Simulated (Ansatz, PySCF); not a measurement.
This triplet is an excited state, 1.44 eV above the relaxed singlet at the level frozen-core CCSD(T)/cc-pVDZ // PBE0-D3(BJ)/def2-TZVP (Ansatz, an electronic-structure program).

Cartesian coordinates (Å):
SMILES: [NH2][Ge][SiH3]
```xyz
8

N      1.9240    -0.2999    -0.3259
Ge     0.6846    -0.0146     1.0167
Si    -1.5408     0.2310     0.1547
H      2.6033     0.4293    -0.4935
H      2.3730    -1.2047    -0.3591
H     -2.4060     0.4590     1.3405
H     -1.9919    -0.9927    -0.5631
H     -1.6463     1.3926    -0.7704
```
Charge 0, spin multiplicity 3.

Question: What is the computed dipole moment, highest occupied spin orbital and total energy (PBE-D3(BJ)/def2-TZVP // PBE0-D3(BJ)/def2-TZVP in PySCF 2.14.0)?

Answer: 
| Item | Value |
|---|---|
| dipole moment | 0.324 e·Å |
| highest occupied spin orbital | -4.01 eV |
| total energy | -2423.7010 Ha |
